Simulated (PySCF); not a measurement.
# Core-level binding energies of `CC(=S)B1OCCO1`

C4H7BO2S.
Z-matrix (Å and degrees, PBE0-D3(BJ)/def2-SVP geometry), rows numbered from 1:
```
C 
C   1  1.4941
S   2  1.6286  1  123.07
B   2  1.5784  1  117.08  3   178.66
O   4  1.3658  2  121.43  1   -15.32
C   5  1.4189  4  108.20  2  -179.02
C   6  1.5448  5  104.82  4    -2.11
O   4  1.3580  2  125.06  1   164.52
H   1  1.1035  2  109.74  3  -122.66
H   1  1.0979  2  111.83  3    -0.22
H   1  1.1040  2  109.98  3   121.91
H   6  1.1017  5  109.31  4   118.88
H   6  1.1014  5  109.36  4  -123.22
H   7  1.1018  6  112.53  5  -116.47
H   7  1.1013  6  112.61  5   121.37
```

The calculation used delta-SCF UKS SCAN, pcX-2 on the ionised atom, pcseg-1 elsewhere, spin-free X2C (PySCF 2.14.0). Each binding energy is the total energy of the core-ionised species, with the hole localised on one atom, minus that of the ground state; both are solved self-consistently, so orbital relaxation is included.

Question: Give the core binding energies atom by atom.

Answer: 
```json
{"atom(s)": "C1", "bonded to": "C and 3 H", "level": "C 1s", "binding energy (eV)": "290.83", "above the level's lowest (eV)": "0.00", "count": "1"}
{"atom(s)": "S3", "bonded to": "C (double bond)", "level": "S 1s", "binding energy (eV)": "2476.16", "above the level's lowest (eV)": "0.00", "count": "1"}
{"atom(s)": "B4", "bonded to": "2 O and C", "level": "B 1s", "binding energy (eV)": "197.01", "above the level's lowest (eV)": "0.00", "count": "1"}
{"atom(s)": "O5/O8", "bonded to": "C and B", "level": "O 1s", "binding energy (eV)": "538.84", "above the level's lowest (eV)": "0.00", "count": "2"}
{"atom(s)": "C6/C7", "bonded to": "O, C and 2 H", "level": "C 1s", "binding energy (eV)": "292.75", "above the level's lowest (eV)": "+1.92", "count": "2"}
```

The listed C 1s values span 1.92 eV, from C1 (bonded to C and 3 H) to C6/C7 (bonded to O, C and 2 H).

Question: Give the binding energy of C 1s of C6/C7 in hartree and in kJ/mol.

Answer: 292.75 eV = 10.7584 Eh = 28246 kJ/mol.

Question: Which photon energy gives electrons from C 1s of C6/C7 a kinetic energy of 50 eV, and what is their de Broglie wavelength?

Answer: hν = 292.75 + 50 = 342.75 eV, recoil neglected; λ = 12.264 Å/√(E/eV) = 1.73 Å.

Topologically equivalent atoms share the value of their first member; where this conformer doesn't relate them by symmetry, their own values could differ. The list is incomplete; no value stands for C 1s of C2 (hole states with ⟨S²⟩ of 1 or more are left out). Geometry: PBE0-D3(BJ)/def2-SVP, one conformer, isolated molecule.
